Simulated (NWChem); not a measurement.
CH5InO2 (SMILES [CH3][In]([OH])[OH]): name the method

The species is CH5InO2 (9 atoms), meant as a singlet with charge 0. SMILES: `[CH3][In]([OH])[OH]`. The shape is that of a PBE0-D4/def2-TZVP optimisation. This is one conformer, not always the lowest.

```xyz
9

C    -0.0866    0.9202   -1.3662
In    0.1229   -0.3361    0.3378
O     1.4408   -1.8060    0.5009
O    -0.8986   -0.3129    2.0486
H    -1.1264    0.9292   -1.6928
H     0.2121    1.9363   -1.1077
H     0.5475    0.5489   -2.1698
H     1.3655   -2.2434    1.3531
H    -1.5771    0.3637    2.0961
```

Orbital energies are those of the mean-field step.

A calculation with NWChem 7.3.0 gave:

```yaml
total_energy: -381.6284 Eh
dipole_moment: 2.90 D
HOMO_energy: -7.37 eV
LUMO_energy: -0.96 eV
HOMO–LUMO_gap: 6.41 eV
largest_force: 0.545 eV/Å
```

Question: Which of these levels gave the numbers?
A. B3LYP/def2-SVP (core potential)
B. MP2/def2-SVP (core potential)
C. HF/STO-3G
D. HF/def2-SVP (core potential)

Answer: A. The others give -5870.8936 Eh (HF/STO-3G), -380.1940 Eh (MP2/def2-SVP (core potential)), -379.5733 Eh (HF/def2-SVP (core potential)).
